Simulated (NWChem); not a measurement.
System: C2H4N2OSi; SMILES N#C/N=C/O[SiH3]

Here is an NWChem input.

```
start job
memory heap 200 mb stack 900 mb global 1100 mb
geometry units angstroms noautosym nocenter noautoz
  N      0.301187     3.323422     0.000000
  C      0.187971     2.165630     0.000000
  N      0.158523     0.837404     0.000000
  C     -0.945158     0.189049     0.000000
  O     -0.956658    -1.117290     0.000000
  Si     0.527629    -2.012348     0.000000
  H     -1.946213     0.649663     0.000000
  H      1.287964    -1.698351    -1.236279
  H      1.287964    -1.698351     1.236279
  H      0.043050    -3.415179     0.000000
end
basis spherical
  N library 6-31g*
  C library 6-31g*
  O library 6-31g*
  Si library 6-31g*
  H library 6-31g*
end
dft
  xc hfexch
  iterations 150
  mulliken
end
task dft energy
esp
  recalculate
  probe 0.07
  range 0.3
  factor 1.0
  spacing 0.02
end
task esp
```

All runs use the structure optimised with PBE0/def2-SVP.

Atomic charges in e: unrestrained fits to the electrostatic potential beside Mulliken populations; buried atoms are poorly determined by the fit.

Atoms are numbered as in the input.

### Question
Predict the main results of this run. (Hartree-Fock/6-31G* (spherical d).) Quantities: ESP N1; Mulliken N1; ESP C2; Mulliken C2; ESP N3; Mulliken N3; ESP C4; Mulliken C4; ESP O5; Mulliken O5; relative RMS misfit of the potential (%).

### Answer
```yaml
ESP N1: -0.56
Mulliken N1: -0.40
ESP C2: 0.56
Mulliken C2: 0.47
ESP N3: -0.57
Mulliken N3: -0.63
ESP C4: 0.67
Mulliken C4: 0.52
ESP O5: -0.51
Mulliken O5: -0.74
relative RMS misfit of the potential (%): 18
```
